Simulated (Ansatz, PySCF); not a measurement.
1-bromo-3-fluoropropa-1,2-diene (C3H2BrF), SMILES BrC=C=CF. Atoms are numbered in the order given.

```xyz
7

F     -3.1503     0.3695    -0.9459
C     -2.3995    -0.4432    -0.1922
C     -1.1082    -0.5951    -0.3625
C      0.1766    -0.7732    -0.4880
Br     1.4768     0.2804     0.4381
H     -2.9801    -0.9699     0.5732
H      0.6350    -1.5311    -1.1293
```
Charge 0, spin multiplicity 1.

Coordinates come from a B3LYP-D3(BJ)/def2-SVP optimisation.

Two levels are set side by side: PBE-D3(BJ)/def2-SVP (Ansatz, a program for electronic structure) and B3LYP-D3(BJ)/def2-SVP (Ansatz). Each level has its own optimised geometry; the coordinates shown are those of the second. Frequencies come from the Hessian of PySCF at each geometry. Differences are taken from unrounded values.

| quantity | B3LYP-D3(BJ) | PBE-D3(BJ) | PBE-D3(BJ) minus B3LYP-D3(BJ) |
|---|---|---|---|
| mean bond length (Å) | 1.343 | 1.350 | 0.007 |
| bond F1–C2 (Å) | 1.339 | 1.345 | 0.006 |
| bond C2–C3 (Å) | 1.311 | 1.320 | 0.009 |
| bond C3–C4 (Å) | 1.303 | 1.312 | 0.009 |
| bond C4–Br5 (Å) | 1.913 | 1.913 | 0.000 |
| bond C2–H6 (Å) | 1.096 | 1.105 | 0.009 |
| bond C4–H7 (Å) | 1.093 | 1.102 | 0.009 |
| highest harmonic wavenumber (cm⁻¹) | 3190 | 3118 | -72 |
| mean harmonic wavenumber (cm⁻¹) | 1154 | 1119 | -35 |
| zero-point energy (kcal/mol) | 24.75 | 23.99 | -0.75 |

GGA bonds tend to be longer and softer than those of functionals with exact exchange. Differences between two approximate levels are no errors against the true value.
